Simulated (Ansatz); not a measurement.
Reaction (ligand exchange at the Al–C bond): `[BH2][AlH][CH2]OC` + `CN[SiH3]` → `[BH2][AlH][N](C)[SiH3]` + `COC`

Calculated with Ansatz (gas phase, PBE0-D4/def2-TZVP geometries, no zero-point term in ΔE). CCSD(T)/CBS is the MP2 limit (def2-TZVPP, def2-QZVPP) plus CCSD(T) − MP2 in def2-TZVPP, frozen cores. DFT in def2-TZVPP. B3LYP here is the variant with VWN-RPA as its local correlation; programs differ in this. Each species was taken in one conformer, which may not be the lowest.

```
             level  ΔE (kcal/mol)
          B3LYP-D4          -28.8
     HF/def2-TZVPP          -38.4
     HF/def2-QZVPP          -38.6
SCS-MP2/def2-QZVPP          -33.8
```

(1) What does CCSD(T)/CBS give? (An estimate is asked.)

Largest T1 diagnostic among the species: 0.014.

Answers

(1) Ansatz gave: -30.9 kcal/mol. The listed levels differ from it by 2.1, -7.5, -7.7, -2.9 kcal/mol.

From PBE to PBE0 (25 % exact exchange), in def2-TZVPP and without D4, ΔE moves by −3.6 kcal/mol. In def2-TZVPP, CCSD(T) changes the Hartree–Fock value by +6.8 kcal/mol (the triples alone add +1.2 kcal/mol) and MP2 by +5.7 kcal/mol.
